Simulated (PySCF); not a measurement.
C4H10B, SMILES CC[B]CC (connectivity only; charge and spin as stated), charge +1, multiplicity 1.

The structure is a stationary point at PBE0-D3(BJ)/def2-SVP. The multiplicity is an assumed one; no other spin state was optimised. The isomer is the one that the SMILES or the coordinates give; other isomers of the formula were not compared. Other conformers were not sampled.

Computed with PBE/def2-TZVP run with PySCF.

Symmetry labels are those of the subgroup C2h that the program uses (full group C2h).

Computed valence orbital energies around the gap with their symmetry:
| orbital | symmetry | energy (eV) |
|---|---|---|
| HOMO−7 | Bg | -16.08 |
| HOMO−6 | Bu | -16.06 |
| HOMO−5 | Bu | -14.85 |
| HOMO−4 | Ag | -14.61 |
| HOMO−3 | Au | -13.71 |
| HOMO−2 | Ag | -13.65 |
| HOMO−1 | Bg | -13.55 |
| HOMO | Bu | -13.23 |
| LUMO | Bu | -8.10 |
| LUMO+1 | Au | -7.84 |
| LUMO+2 | Ag | -4.88 |
| LUMO+3 | Bu | -3.29 |
